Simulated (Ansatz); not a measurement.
Species: SiNH2F2 (charge 0, doublet). SMILES: N[Si](F)F
Geometry: optimised at B3LYP-D3(BJ)/def2-TZVP (Ansatz, a quantum-chemistry and plane-wave program).

Property: size of the dipole moment, in D. Terms: open shells spin-unrestricted; LANL2DZ with its own core potentials from Na on; no dispersion term unless named; non-relativistic; 6-31G* and kin with 6d, 5d where marked; 6-311+G** with 5d, 6d on Na to Ar in Ansatz; no spin-orbit coupling. First-principles rows: single points at B3LYP-D3(BJ) geometries (Ansatz).

| level | program | size of the dipole moment (D) |
|---|---|---|
| B3LYP/STO-3G | Ansatz | 1.76 |
| B3LYP/3-21G | Ansatz | 3.31 |
| B3LYP/LANL2DZ | Ansatz | 3.93 |
| B3LYP/6-31G | Ansatz | 3.76 |
| B3LYP/6-31G* | Ansatz | 2.94 |
| B3LYP/6-31+G* | Ansatz | 3.07 |
| B3LYP/6-31G** | Ansatz | 2.92 |
| B3LYP/def2-SVP | Ansatz | 2.96 |
| B3LYP/cc-pVDZ | Ansatz | 2.98 |
| B3LYP/6-311+G** | Ansatz | 3.13 |

No value to compare with is used here. The 10 habitual levels span 1.76 (B3LYP/STO-3G) to 3.93 D (B3LYP/LANL2DZ).

The sets are all those run for this method; left out are runs that failed, that the program found above a lower state of the same kind, or whose <S^2> lies over 0.5 above the pure value.
